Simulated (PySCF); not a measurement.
C2H4FGa, SMILES [CH](=C)[GaH][F].

Geometry optimised at B3LYP-D3(BJ)/def2-SVP. The structure was generated by enumeration; whether it is a known compound was not checked. The values are those of a single conformer.

Calculation: C-PCM-PBE0/def2-SVP in PySCF.

The values are the electrostatic part of the solvation free energy, E(continuum) − E(gas) at the gas-phase geometry, in a cavity of scaled van der Waals radii (PySCF's table); cavitation and dispersion terms are not included. A continuum can't describe solvent molecules that bind to the metal. In vacuum the orbital gap is 6.78 eV. The dipole moment in vacuum is 2.80 D.

Computed values in water (ε = 78.36), chlorobenzene (ε = 5.70), N,N-dimethylformamide (ε = 37.22):
| solvent | ε | ΔG(elec) (kcal/mol) | dipole (D) | gap (eV) |
|---|---|---|---|---|
| water | 78.36 | -5.5 | 3.31 | 6.88 |
| chlorobenzene | 5.70 | -4.6 | 3.21 | 6.87 |
| N,N-dimethylformamide | 37.22 | -5.5 | 3.30 | 6.88 |
